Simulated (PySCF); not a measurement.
C2H5Se, SMILES [Se]CC (connectivity only; charge and spin as stated), charge -1, multiplicity 1.

Geometry optimised at B3LYP-D3(BJ)/def2-SVPD. The multiplicity is an assumed one; other spin states were not compared. The isomer is the one that the SMILES or the coordinates give; other isomers of the formula were not compared.

Two levels are set side by side: PBE/def2-TZVPD (PySCF) and B3LYP/def2-TZVPD (PySCF). Same geometry, gas phase. Differences are taken from unrounded values.

```tsv
quantity	B3LYP
orbital gap (eV)	3.42
highest occupied level (eV)	0.15
lowest empty level (eV)	3.58
mean polarisability (bohr³)	96.1
```

What does PBE give, and how far is it from B3LYP? (An estimate is asked for; the answer gives what the named calculation found.)


| quantity | PBE | PBE minus B3LYP |
|---|---|---|
| orbital gap (eV) | 2.35 | -1.07 |
| highest occupied level (eV) | 0.91 | 0.76 |
| lowest empty level (eV) | 3.27 | -0.31 |
| mean polarisability (bohr³) | 104.2 | 8.1 |

PBE's occupied levels lie high since its potential decays too fast outside the molecule; exact exchange lowers them and widens the gap. Loosely held outer electrons make PBE densities more polarisable. Differences between two approximate levels are no errors against the true value.

Rough cost on one machine, each run with all the roots and properties that it gave: B3LYP against PBE within a factor of 2.
